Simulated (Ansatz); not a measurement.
`[SeH][SiH2]Br` + HCl → `Cl[SiH2][SeH]` + HBr at 298.15 K and 1 bar (ligand exchange at the Si–Br bond).

Computed with Ansatz on PBE0-D4/def2-TZVP structures; ΔE is electronic, products minus reactants. CCSD(T)/CBS adds triple-zeta CCSD(T) − MP2 to the extrapolated MP2 energy (def2 sets, frozen cores). This one scheme is used for every species. For Br, Se outer-core shells are correlated without core-valence functions, which leaves a few kJ/mol of doubt a bond. Scalar relativity is left out up to krypton. Each species was taken in one conformer, which may not be the lowest.

```
        species  CCSD(T)/CBS energy (Eh)  H − E (kJ/mol)  S (J/(mol·K))
`[SeH][SiH2]Br`              -5264.97418            86.4          330.4
            HCl               -460.38127            26.6          186.8
`Cl[SiH2][SeH]`              -3151.43476            86.9          325.8
            HBr              -2573.91920            24.6          198.6
```

H − E and S are ideal-gas, rigid-rotor, harmonic terms from PBE0-D4/def2-TZVP, for one conformer and one mirror image of each species. 1 Eh = 2625.50 kJ/mol, R = 8.31446 J/(mol·K).

By hand: ΔE, ΔH, ΔS and ΔG.

ΔE = (-3151.43476) + (-2573.91920) − (-5264.97418) − (-460.38127) = 0.00149 Eh = 3.9 kJ/mol. Δ(H − E) = 86.9 + 24.6 − 86.4 − 26.6 = -1.5, so ΔH = 2.4 kJ/mol. ΔS = 325.8 + 198.6 − 330.4 − 186.8 = 7.2 J/(mol·K). ΔG = 2.4 − 298.15 × (7.2)/1000 = 0.3 kJ/mol.

By hand: the equilibrium constant, and the temperature at which ΔG would vanish if ΔH and ΔS stayed fixed.

log₁₀ K = −ΔG/(RT ln 10) = -0.1. ΔG = 0 at ΔH/ΔS = 333 K, though so small a ΔH makes that figure unsure.

TΔS isn't small against ΔH here. The sign of ΔG lies within the doubt. A doubt of 5 kJ/mol in ΔE shifts log₁₀ K by 0.9 here. Other conformers and mirror images would add mixing entropy, several J/(mol·K) or more a flexible species. These are equilibria of isolated gas molecules and say nothing of rates. Largest T1 diagnostic: 0.009 (customary marks: 0.02 for closed shells, 0.045 for open ones).
